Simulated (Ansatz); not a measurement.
# Molecular dynamics of CH₄AlBS

Input:

```yaml
crystal:
  periodic: [false, false, false]
  atoms:
    - { symbol: C, position_ang: [-0.526379, 1.512563, -0.482826] }
    - { symbol: Al, position_ang: [0.128411, -0.149921, 0.339271] }
    - { symbol: B, position_ang: [0.792992, -1.963044, 1.008012] }
    - { symbol: S, position_ang: [0.469056, -2.238332, -0.783387] }
    - { symbol: H, position_ang: [-1.506047, 1.344057, -0.945717] }
    - { symbol: H, position_ang: [-0.621157, 2.316812, 0.253835] }
    - { symbol: H, position_ang: [0.163184, 1.839797, -1.270343] }
    - { symbol: H, position_ang: [1.192039, -2.719032, 1.825457] }
basis:
  gaussian: { orbitals: "6-31G" }
hamiltonian:
  xc: b3lyp
  dispersion: d4
md:
  timestep: 1.0
  n_steps: 500
  ensemble: nve
  temperature: 300.0
  initial_velocities: maxwell_boltzmann
  seed: 192548
scf:
  lower_state_search: "off"
```

Launched with:

```bash
$ ansatz run input.yaml --threads 1 --pin off --max-ram 2048MiB --backend cpu --events-out ev --progress --plain --runs-dir out
```

It starts from a relaxed structure.

Output, in part (step lines, the closing report, with atoms numbered from 0):

```
md step     0: t =     0.00 fs  T =   300.0 K  F+E_penalty+E_count = -19210.30528683 eV  E_kin = 0.232668 eV  conserved = -19210.07261884 eV  (13 SCF iters)
[... lines left out ...]
Total energy: -19210.15935563 eV, -705.9603352057 hartree
Atom 0 at    -0.597489     1.574617    -0.413585 Å, force     0.016124     0.853260     1.141046 eV/Å
Atom 1 at     0.221462    -0.074709     0.277311 Å, force    -0.012451    -0.582062    -0.035700 eV/Å
Atom 2 at     0.767575    -1.932901     0.991198 Å, force     0.012849    -0.065135    -0.110800 eV/Å
Atom 3 at     0.440125    -2.347234    -0.770684 Å, force    -0.053819     0.531438     0.264265 eV/Å
Atom 4 at    -1.641730     1.391202    -0.701928 Å, force     0.287338     0.019265    -0.538300 eV/Å
Atom 5 at    -0.673268     2.302792     0.430960 Å, force     0.048879    -0.504249    -0.106034 eV/Å
Atom 6 at     0.006918     2.134810    -1.134419 Å, force    -0.296539    -0.402803    -0.524459 eV/Å
Atom 7 at     1.085416    -2.659399     1.878354 Å, force    -0.002382     0.150287    -0.090017 eV/Å
Dipole moment:    -0.122304     0.850442     0.181522 e Å
```

The steps, from the saved trajectory:

| time (fs) | T (K) | potential energy less start (eV) | conserved less start (meV/atom) |
| --- | --- | --- | --- |
| 0.0 | 300 | 0.000 | 0.00 |
| 16.0 | 128 | 0.135 | 0.20 |
| 32.0 | 102 | 0.155 | 0.14 |
| 48.0 | 171 | 0.101 | 0.13 |
| 64.0 | 172 | 0.101 | 0.14 |
| 80.0 | 79 | 0.173 | 0.20 |
| 96.0 | 108 | 0.150 | 0.17 |
| 112.0 | 208 | 0.073 | 0.17 |
| 128.0 | 146 | 0.121 | 0.21 |
| 144.0 | 111 | 0.149 | 0.21 |
| 160.0 | 194 | 0.084 | 0.21 |
| 176.0 | 149 | 0.118 | 0.19 |
| 192.0 | 117 | 0.143 | 0.19 |
| 208.0 | 158 | 0.112 | 0.24 |
| 224.0 | 186 | 0.089 | 0.16 |
| 240.0 | 110 | 0.148 | 0.18 |
| 256.0 | 115 | 0.145 | 0.21 |
| 272.0 | 188 | 0.088 | 0.16 |
| 288.0 | 159 | 0.111 | 0.15 |
| 304.0 | 115 | 0.145 | 0.15 |
| 320.0 | 167 | 0.104 | 0.14 |
| 336.0 | 234 | 0.051 | 0.02 |
| 352.0 | 99 | 0.157 | 0.16 |
| 368.0 | 145 | 0.120 | 0.00 |
| 384.0 | 114 | 0.145 | 0.08 |
| 400.0 | 128 | 0.134 | 0.11 |
| 416.0 | 175 | 0.097 | 0.07 |
| 432.0 | 130 | 0.133 | 0.18 |
| 448.0 | 178 | 0.096 | 0.14 |
| 464.0 | 156 | 0.113 | 0.20 |
| 480.0 | 180 | 0.094 | 0.17 |
| 496.0 | 131 | 0.132 | 0.19 |

The run went to its last step. The conserved energy stayed within 0.3 meV per atom of its start (net change 0.14 meV per atom), so the integration is sound. The temperature averaged 0.50 of the 300 K drawn at the start: a run that starts near a minimum puts about half its kinetic energy into the potential. A run of 0.5 ps of so small a system gives no equilibrium averages. Limits of this set-up: no polarisation functions.

The same pairs are bonded in the first frame and the last. Pairs count as bonded within 1.25 times the sum of covalent radii (0.12 Å more for H–H).

Last frame:

```xyz
8
Properties=species:S:1:pos:R:3
C -0.598 1.575 -0.414
Al 0.222 -0.075 0.277
B 0.768 -1.933 0.991
S 0.440 -2.347 -0.771
H -1.642 1.391 -0.702
H -0.673 2.303 0.431
H 0.007 2.135 -1.134
H 1.085 -2.659 1.878
```

The run took 14 min on 1 thread of Arm Neoverse V2, with other jobs on the host, peak memory 0.22 GiB.
